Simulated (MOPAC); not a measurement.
Input file for MOPAC: AM1 on C3H6O2 (SMILES CCOC=O).

```
AM1 1SCF PRECISE CHARGE=0 THREADS=1
C3H6O2

C     -1.29842775 1     0.37355943 1     0.27120246 1
C     -0.35649379 1    -0.47867121 1    -0.55326139 1
O      0.90421905 1     0.20253372 1    -0.78268459 1
C      1.82974473 1     0.09783632 1     0.17594385 1
O      1.72317291 1    -0.50960532 1     1.20518239 1
H     -1.46316433 1     1.34047494 1    -0.20589560 1
H     -2.26200273 1    -0.13131112 1     0.36455306 1
H     -0.89933416 1     0.53503511 1     1.27194437 1
H     -0.15350206 1    -1.43174107 1    -0.06681439 1
H     -0.74797182 1    -0.65751694 1    -1.55288850 1
H      2.72375994 1     0.65940615 1    -0.12728165 1
```

Output:

```
*******************************************************************************
 **                                                                           **
 **                              MOPAC v23.2.5                                **
 **                                                                           **
 *******************************************************************************
 ** MOPAC's Digital Object Identifier: https://doi.org/10.5281/zenodo.6511958 **
 **                                                                           **
 ** Please cite the open-source release paper for use of this MOPAC version:  **
 ** J. E. Moussa and J. J. P. Stewart (2026)                                  **
 ** MOPAC: An open-source semiempirical molecular orbital program             **
 ** J. Open Source Softw., 11(119), 8025, https://doi.org/10.21105/joss.08025 **
 *******************************************************************************

                              AM1 CALCULATION RESULTS

 *******************************************************************************
 *  AM1        - The AM1 Hamiltonian to be used
 *
 *
 *
 *                 CHARGE ON SYSTEM = 0
 *
 *
 *
 *  PRECISE    - TIGHTER CRITERIA TO BE USED
 *  1SCF       - DO 1 SCF AND THEN STOP
 *  THREADS=1  - MULTI-THREADING NOT USED
 *  T=         - A TIME OF 172800.0 SECONDS REQUESTED
 *  DUMP=N     - RESTART FILE WRITTEN EVERY 7200.0 SECONDS REQUESTED
 *******************************************************************************
AM1 1SCF PRECISE CHARGE=0 THREADS=1
 C3H6O2

   ATOM   CHEMICAL          X               Y               Z
  NUMBER   SYMBOL      (ANGSTROMS)     (ANGSTROMS)     (ANGSTROMS)

     1       C         -1.29842775  *   0.37355943  *   0.27120246  *
     2       C         -0.35649379  *  -0.47867121  *  -0.55326139  *
     3       O          0.90421905  *   0.20253372  *  -0.78268459  *
     4       C          1.82974473  *   0.09783632  *   0.17594385  *
     5       O          1.72317291  *  -0.50960532  *   1.20518239  *
     6       H         -1.46316433  *   1.34047494  *  -0.20589560  *
     7       H         -2.26200273  *  -0.13131112  *   0.36455306  *
     8       H         -0.89933416  *   0.53503511  *   1.27194437  *
     9       H         -0.15350206  *  -1.43174107  *  -0.06681439  *
    10       H         -0.74797182  *  -0.65751694  *  -1.55288850  *
    11       H          2.72375994  *   0.65940615  *  -0.12728165  *



          CARTESIAN COORDINATES

    NO.       ATOM           X           Y           Z

     1         C         -1.2984      0.3736      0.2712
     2         C         -0.3565     -0.4787     -0.5533
     3         O          0.9042      0.2025     -0.7827
     4         C          1.8297      0.0978      0.1759
     5         O          1.7232     -0.5096      1.2052
     6         H         -1.4632      1.3405     -0.2059
     7         H         -2.2620     -0.1313      0.3646
     8         H         -0.8993      0.5350      1.2719
     9         H         -0.1535     -1.4317     -0.0668
    10         H         -0.7480     -0.6575     -1.5529
    11         H          2.7238      0.6594     -0.1273

  H: (AM1): M.J.S. DEWAR ET AL, J. AM. CHEM. SOC. 107 3902-3909 (1985)
  C: (AM1): M.J.S. DEWAR ET AL, J. AM. CHEM. SOC. 107 3902-3909 (1985)
  O: (AM1): M.J.S. DEWAR ET AL, J. AM. CHEM. SOC. 107 3902-3909 (1985)

           Empirical Formula: C3 H6 O2  =    11 atoms



      MOLECULAR POINT GROUP   :   C1


      RHF CALCULATION, NO. OF DOUBLY OCCUPIED LEVELS = 15


 -------------------------------------------------------------------------------
 AM1 1SCF PRECISE CHARGE=0 THREADS=1
 C3H6O2



     1SCF WAS SPECIFIED, SO BFGS WAS NOT USED
     SCF FIELD WAS ACHIEVED


                              AM1 CALCULATION
                                                       MOPAC v23.2.5 Linux




          FINAL HEAT OF FORMATION =        -92.35070 KCAL/MOL =    -386.39535 KJ/MOL


          COSMO AREA              =        110.55 SQUARE ANGSTROMS
          COSMO VOLUME            =         96.11 CUBIC ANGSTROMS

          IONIZATION POTENTIAL    =         11.380896 EV
          HOMO LUMO ENERGIES (EV) =        -11.381  1.336
          NO. OF FILLED LEVELS    =         15
          MOLECULAR WEIGHT        =         74.0792         POINT GROUP:  C1

          MOLECULAR DIMENSIONS (Angstroms)

            Atom       Atom       Distance
            H    11    H     7     5.07198
            H    10    O     5     2.99371
            H     9    H     6     2.91574


          SCF CALCULATIONS        =          1





   ATOM   CHEMICAL          X               Y               Z
  NUMBER   SYMBOL      (ANGSTROMS)     (ANGSTROMS)     (ANGSTROMS)

     1       C         -1.29842775  *   0.37355943  *   0.27120246  *
     2       C         -0.35649379  *  -0.47867121  *  -0.55326139  *
     3       O          0.90421905  *   0.20253372  *  -0.78268459  *
     4       C          1.82974473  *   0.09783632  *   0.17594385  *
     5       O          1.72317291  *  -0.50960532  *   1.20518239  *
     6       H         -1.46316433  *   1.34047494  *  -0.20589560  *
     7       H         -2.26200273  *  -0.13131112  *   0.36455306  *
     8       H         -0.89933416  *   0.53503511  *   1.27194437  *
     9       H         -0.15350206  *  -1.43174107  *  -0.06681439  *
    10       H         -0.74797182  *  -0.65751694  *  -1.55288850  *
    11       H          2.72375994  *   0.65940615  *  -0.12728165  *

                             CARTESIAN COORDINATES

   1    C       -1.298427750     0.373559430     0.271202460
   2    C       -0.356493790    -0.478671210    -0.553261390
   3    O        0.904219050     0.202533720    -0.782684590
   4    C        1.829744730     0.097836320     0.175943850
   5    O        1.723172910    -0.509605320     1.205182390
   6    H       -1.463164330     1.340474940    -0.205895600
   7    H       -2.262002730    -0.131311120     0.364553060
   8    H       -0.899334160     0.535035110     1.271944370
   9    H       -0.153502060    -1.431741070    -0.066814390
  10    H       -0.747971820    -0.657516940    -1.552888500
  11    H        2.723759940     0.659406150    -0.127281650


           Empirical Formula: C3 H6 O2  =    11 atoms



      MOLECULAR POINT GROUP   :   C1


                  EIGENVALUES
 -41.16914 -37.80605 -32.71188 -25.88288 -22.73605 -18.91835 -18.05201 -16.86666
 -15.28742 -14.59865 -14.00089 -13.14166 -12.25913 -11.82727 -11.38090   1.33605
   2.11068   3.64826   3.79397   4.03616   4.13913   4.53121   4.66397   5.01986
   5.21119   6.82976


              NET ATOMIC CHARGES AND DIPOLE CONTRIBUTIONS

  ATOM NO.   TYPE          CHARGE      No. of ELECS.   s-Pop       p-Pop
    1          C          -0.237071        4.2371     1.21830     3.01877
    2          C          -0.019823        4.0198     1.22854     2.79128
    3          O          -0.275035        6.2750     1.87142     4.40361
    4          C           0.267858        3.7321     1.24868     2.48347
    5          O          -0.341614        6.3416     1.90533     4.43629
    6          H           0.085416        0.9146     0.91458
    7          H           0.085760        0.9142     0.91424
    8          H           0.091710        0.9083     0.90829
    9          H           0.095767        0.9042     0.90423
   10          H           0.103446        0.8966     0.89655
   11          H           0.143585        0.8564     0.85641
 DIPOLE           X         Y         Z       TOTAL
 POINT-CHG.    -0.647     0.516    -1.237     1.489
 HYBRID        -0.048    -0.003    -0.016     0.050
 SUM           -0.695     0.513    -1.253     1.522


          ATOMIC ORBITAL ELECTRON POPULATIONS

     Atom    s        px        py        pz
    1  C   1.21830   0.99584   1.00983   1.01310
    2  C   1.22854   0.82224   0.95682   1.01222
    3  O   1.87142   1.25420   1.69057   1.45884
    4  C   1.24868   0.87068   0.79520   0.81758
    5  O   1.90533   1.80924   1.39097   1.23608
    6  H   0.91458
    7  H   0.91424
    8  H   0.90829
    9  H   0.90423
   10  H   0.89655
   11  H   0.85641

 **********************
 *                    *
 * JOB ENDED NORMALLY *
 *                    *
 **********************




 == MOPAC DONE ==
```

The run finished.

Cost: very roughly 0.03 core-seconds.
